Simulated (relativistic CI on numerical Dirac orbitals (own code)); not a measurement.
d7 in a ligand field

Computed with a parametric ligand-field model of a d^n configuration (Racah B and C, spin-orbit zeta, crystal field), exact diagonalisation.

Field parameters in Wybourne normalisation: Oh B⁴₀ = 21Dq, B⁴₄ = √(5/14) B⁴₀. The field is a parameter set, without covalency.

Problem. Ground term and bands for B = 370, C = 1700, ζ = 0 cm⁻¹, Oh, 10Dq = 15910 cm⁻¹?

Solution. Ground term 2E with 1.02 electrons in the two orbitals of the cubic e set. Spin-allowed: 2T1 14628 cm⁻¹ (684 nm), 2T2 15043 cm⁻¹ (665 nm), 2T1 17233 cm⁻¹ (580 nm), 2T2 23509 cm⁻¹ (425 nm). Lowest spin-forbidden: 4T1 7834 cm⁻¹ (1276 nm), 4T2 22887 cm⁻¹ (437 nm), 4T1 27580 cm⁻¹ (363 nm).

Problem. Ground term and bands for B = 370, C = 1700, ζ = 0 cm⁻¹, Oh, 10Dq = 12950 cm⁻¹?

Solution. Ground term 2E with 1.03 electrons in the two orbitals of the cubic e set. Spin-allowed: 2T1 11732 cm⁻¹ (852 nm), 2T2 12127 cm⁻¹ (825 nm), 2T1 14267 cm⁻¹ (701 nm), 2T2 20158 cm⁻¹ (496 nm). Lowest spin-forbidden: 4T1 4903 cm⁻¹ (2039 nm), 4T2 17040 cm⁻¹ (587 nm), 4T1 21778 cm⁻¹ (459 nm).

Problem. Ground term and bands for B = 370, C = 1700, ζ = 0 cm⁻¹, Oh, 10Dq = 11470 cm⁻¹?

Solution. Ground term 2E with 1.03 electrons in the two orbitals of the cubic e set. Spin-allowed: 2T1 10292 cm⁻¹ (972 nm), 2T2 10673 cm⁻¹ (937 nm), 2T1 12781 cm⁻¹ (782 nm), 2T2 18368 cm⁻¹ (544 nm). Lowest spin-forbidden: 4T1 3441 cm⁻¹ (2906 nm), 4T2 14127 cm⁻¹ (708 nm), 4T1 18893 cm⁻¹ (529 nm).

Problem. Ground term and bands for B = 370, C = 1700, ζ = 0 cm⁻¹, Oh, 10Dq = 2590 cm⁻¹?

Solution. Ground term 4T1 with 2.10 electrons in the two orbitals of the cubic e set. Spin-allowed: 4T2 2220 cm⁻¹, 4A2 4810 cm⁻¹ (2079 nm), 4T1 7400 cm⁻¹ (1351 nm). Lowest spin-forbidden: 2E 5178 cm⁻¹ (1931 nm), 2T1 7080 cm⁻¹ (1412 nm), 2T2 7165 cm⁻¹ (1396 nm).

Problem. Ground term and bands for B = 370, C = 1700, ζ = 0 cm⁻¹, Oh, 10Dq = 5550 cm⁻¹?

Solution. Ground term 4T1 with 2.05 electrons in the two orbitals of the cubic e set. Spin-allowed: 4T2 4964 cm⁻¹ (2014 nm), 4T1 9928 cm⁻¹ (1007 nm), 4A2 10514 cm⁻¹ (951 nm). Lowest spin-forbidden: 2E 2364 cm⁻¹, 2T1 6991 cm⁻¹ (1430 nm), 2T2 7255 cm⁻¹ (1378 nm).
